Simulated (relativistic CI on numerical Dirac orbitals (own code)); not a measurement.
## What each ingredient does to the levels of Nb9+

Base calculation: Dirac-Coulomb-Breit CI, separate exchange-only KLI orbitals for each configuration, model QED (radiative potential, 1s self-energy scaled to tabulated hydrogen-like ionisation energies), unscaled Slater integrals.

Configuration list (outside the closed core [Ar] 3d10): 4s2.4p2, 4s.4p3, 4p4, 4s2.4p.4d, 4s.4p2.4d, 4s2.4p.4f, 4s.4p2.4f, 4s2.4p.5s, 4p3.4d, 4s2.4p.5p, 4s.4p.4d2, 4s2.4d.4f, 4p3.5s, 4s.4p2.5s, 4s2.4p.5d, 4p3.4f, 4s.4p.4d.5s, 4s.4p2.5p, 4s2.4p.6s, 4s2.4f.5s, 4s2.4p.5f, 4s2.4p.6p, 4s2.4p.5g, 4s2.4p.6d, 4s.4p2.5d, 4s.4p.5s2, 4p2.4d.4f, 4s2.4p.7s, 4s2.4d2, 4s.4d3, 4s.4d2.4f, 4p2.4d2, 4p.4d3, 4p.4d2.4f, 4p.4d2.5s, 4s2.4f2, 4s.4d.4f2, 4s.4f3, 4s2.4d.5s, 4s.4d2.5s, 4s.4d.4f.5s, 4p2.4f2, 4p.4d.4f2, 4p.4f3, 4p.4f2.5s, 4s2.5s2, 4s.4d.5s2, 4s.4f.5s2, 4s.4p.4d.4f, 4p2.4d.5s, 4p.4d.4f.5s, 4p.4d.5s2. Double excitations out of closed p, d and f shells are left out; levels of such configurations are missing from the list, as are those of other unlisted configurations, and high levels can miss mixing partners. These lack a partner that the ground configuration has and come out too high: 4s.4p2.5p, 4s.4p2.5d, 4s2.4p.5p, 4s2.4p.5d, 4s2.4p.6s.

The lowest level and the first level of each name with at least 55 % of one term (blank where a level has no safe partner in the second run):

| Level | Base (cm⁻¹) | Shift (cm⁻¹) |
| --- | --- | --- |
| 4s2.4p2 3P_0 | 0 | 0 |
| 4s2.4p2 3P_1 | 13678 | +443 |
| 4s2.4p2 3P_2 | 22534 | -5 |
| 4s2.4p2 1D_2 | 46847 | -762 |
| 4s2.4p2 1S_0 | 77273 | -3540 |
| 4s.4p3 5S°_2 | 176384 | +6096 |
| 4s.4p3 3D°_1 | 226951 | +2094 |
| 4s.4p3 3D°_2 | 227465 | +2172 |
| 4s.4p3 3D°_3 | 232719 | +2439 |
| 4s.4p3 3P°_0 | 259172 | -317 |
| 4s.4p3 3P°_1 | 260991 | -145 |
| 4s.4p3 3P°_2 | 263103 | +204 |
| 4s.4p3 1D°_2 | 292610 | -228 |
| 4s.4p3 3S°_1 | 316346 | -6479 |
| 4s.4p3 1P°_1 | 341311 | -6430 |
| 4s2.4p.4d 3F°_2 | 349450 | +1597 |
| 4s2.4p.4d 3F°_3 | 358109 | +1755 |
| 4s2.4p.4d 3F°_4 | 371422 | +1973 |
| 4s2.4p.4d 3P°_0 | 404986 | -2122 |
| 4s2.4p.4d 3D°_3 | 411636 | -3009 |
| 4s2.4p.4d 3D°_2 | 412246 | -2862 |
| 4s2.4p.4d 1F°_3 | 443365 | -5329 |

At this charge energies of transitions that change n are usually good to better than 1 %, and those within a shell (Δn = 0) to a few per cent.

Question: One thing was changed in a second run, which moved the levels as shown. Which?
A. QED terms removed
B. valence Slater integrals scaled by 0.9
C. configuration mixing switched off
D. non-relativistic limit
E. Breit term removed

Answer: B. Valence Slater integrals scaled by 0.9. Scaling acts on the splittings between terms and on the mixing, and leaves the fine structure of pure LS terms nearly alone; in jj coupling it moves the levels of one term differently.

LS names give the leading component of a level, which can be under half, so a name can repeat, a term be missing and a line seem to break the LS rules.
